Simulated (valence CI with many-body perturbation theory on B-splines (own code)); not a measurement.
# Missing levels of Cd XLI

Method: valence CI with perturbative core correlation (CI+MBPT): six valence electrons over a frozen Dirac-Fock core [He], a basis of 9 s, 9 p, 8 d, 6 f, 3 g, 1 h functions for each j, with the one-electron correlation potential Σ1, the two-electron term Σ2, the three-electron term Σ3, Breit, model QED; selected CI, second order for the rest, scaled by the run's own slope (own B-spline code, finite nucleus).

The last digits are not significant, and no measured levels were compared; by estimate large intervals hold to a few tenths of a per cent, small ones and those within an open d or f shell to about a per cent. Among the levels kept, up to 2200 cm⁻¹ of a level comes from second order outside the variational space, and about a tenth of that is noise between levels of different J, which matters for small intervals.

```
                          Level  E (eV)
     (2s^2 2p1/2^2 2p3/2^2) J=2     0.0
     (2s^2 2p1/2^2 2p3/2^2) J=0    31.8
       (2s^2 2p1/2 2p3/2^3) J=1       ?
       (2s^2 2p1/2 2p3/2^3) J=2   211.8
       (2s 2p1/2^2 2p3/2^3) J=2   419.3
             (2s^2 2p3/2^4) J=0   419.9
       (2s 2p1/2^2 2p3/2^3) J=1   463.2
         (2s 2p1/2 2p3/2^4) J=0   622.5
         (2s 2p1/2 2p3/2^4) J=1   653.0
          (2p1/2^2 2p3/2^4) J=0   912.7
    (2s^2 2p1/2^2 2p3/2 3s) J=2       ?
    (2s^2 2p1/2^2 2p3/2 3s) J=1       ?
 (2s^2 2p1/2^2 2p3/2 3p1/2) J=1  3511.0
 (2s^2 2p1/2^2 2p3/2 3p1/2) J=2  3512.8
 (2s^2 2p1/2^2 2p3/2 3p3/2) J=3  3567.5
 (2s^2 2p1/2^2 2p3/2 3p3/2) J=1  3567.7
 (2s^2 2p1/2^2 2p3/2 3p3/2) J=2       ?
 (2s^2 2p1/2^2 2p3/2 3p3/2) J=0  3597.9
(2s^2 2p1/2 2p3/2^2 3s) J=2 [a]       ?
(2s^2 2p1/2 2p3/2^2 3s) J=1 [a]       ?
```

Levels are named by their leading jj configuration (3d3/2^4 stands for four electrons in 3d with j = 3/2), which in mixed levels can hold well under half, so a name can repeat and another be missing. Letters in brackets count levels of one name in rising energy.

The levels stand in rising order. What does the calculation give for the missing energies?

(2s^2 2p1/2 2p3/2^3) J=1 196.4; (2s^2 2p1/2^2 2p3/2 3s) J=2 3446.1; (2s^2 2p1/2^2 2p3/2 3s) J=1 3452.1; (2s^2 2p1/2^2 2p3/2 3p3/2) J=2 3583.3; (2s^2 2p1/2 2p3/2^2 3s) J=2 [a] 3630.4; (2s^2 2p1/2 2p3/2^2 3s) J=1 [a] 3637.5.
